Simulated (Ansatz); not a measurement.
Coupled-cluster diagnostics for the cluster CaCl2⁻, Ansatz.

Geometry of the doublet (PBE-D4/def2-TZVPD):

```xyz
3

Ca    0.099    0.010    0.769
Cl   -2.290   -0.006   -0.096
Cl    2.191   -0.004   -0.673
```

Correlated methods freeze 15 core orbitals; core or outer-core shells of Ca are correlated, in sets that lack core-valence functions. In the quartet, Cl2 and Cl3 lie 2.65 Å apart (atoms count from 1), so these atoms are partly bonded to each other. The structure comes from a short search, and lower isomers may exist.

Geometry of the charge -1 quartet (PBE-D4/def2-TZVPD):

```csv
atom,x (Å),y (Å),z (Å)
Ca1,-1.011,-0.688,1.018
Cl2,0.019,1.534,-0.188
Cl3,0.993,-0.846,-0.830
```

Estimate the CCSD(T) correlation energy, the shares of MP2 and (T), T1 and the reference's ⟨S²⟩ for: charge -1, doublet, own geometry in def2-TZVPPD; charge -1, quartet, own geometry in def2-TZVPPD; charge 0, singlet, vertical in def2-TZVPPD; and the rough time on 4 threads of Arm Neoverse V2 on a shared host.


```json
{"state": "charge -1, doublet, own geometry", "basis": "def2-TZVPPD", "correlation (eV)": "-17.864", "MP2 share (%)": "89.5", "(T) share (%)": "3.3", "T1": "0.014", "⟨S²⟩ (pure)": "0.75 (0.75)", "wall time": "8 s"}
{"state": "charge -1, quartet, own geometry", "basis": "def2-TZVPPD", "correlation (eV)": "-17.503", "MP2 share (%)": "88.5", "(T) share (%)": "3.5", "T1": "0.014", "⟨S²⟩ (pure)": "3.77 (3.75)", "wall time": "9 s"}
{"state": "charge 0, singlet, vertical", "basis": "def2-TZVPPD", "correlation (eV)": "-17.640", "MP2 share (%)": "89.5", "(T) share (%)": "3.3", "T1": "0.007", "⟨S²⟩ (pure)": "0.00 (0.00)", "wall time": "2.2 s"}
```
Customary marks for T1 are 0.02 (closed shells), 0.045 (open shells) and about 0.05 (3d metals). T1 stays under 0.02 throughout.
